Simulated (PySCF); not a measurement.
## Vibration and rotation of ScI

LC-ωPBE constants of ScI, ³Δ (triplet), unpaired electrons σ ↑, δ ↑ (Sc x2c-TZVPPall, I x2c-TZVPPall; spin-free X2C with a Gaussian nucleus (PySCF 2.14); masses 44.9559 and 126.9045 u):

| Property | Result |
| --- | --- |
| ωe | 254.6 cm⁻¹ |
| ωexe | 0.593 cm⁻¹ |
| Be | 0.069652 cm⁻¹ |
| αe | 0.000239 cm⁻¹ |
| De to Sc (3d1 4s2) + I | 3.61 eV |

(1) What force constant and bond length do these constants imply?

(2) Estimate the centrifugal constant D from the Kratzer relation and find the Dunham coefficient a1.

The metal atom is held in its measured ground configuration; semilocal functionals can put another filling of s and d lower by some tenths of an eV, and De to that atom would be smaller. These are scalar-relativistic numbers at best; spin–orbit coupling would shift them, the dissociation energy most. The state is the lowest single determinant that the PBE0 search found; with open d or f shells the true ground state can be another one.

## Answers

(1) Reduced mass μred = 33.196 u; k = 5.8918×10⁻⁷·μred·ωe² (u, cm⁻¹, mdyn/Å) = 1.27 mdyn/Å; Re = √(16.8576/(μred·Be)) (u, cm⁻¹, Å) = 2.700 Å.

(2) D = 4Be³/ωe² = 2.09e-08 cm⁻¹; a1 = −1 − αeωe/(6Be²) = -3.09.
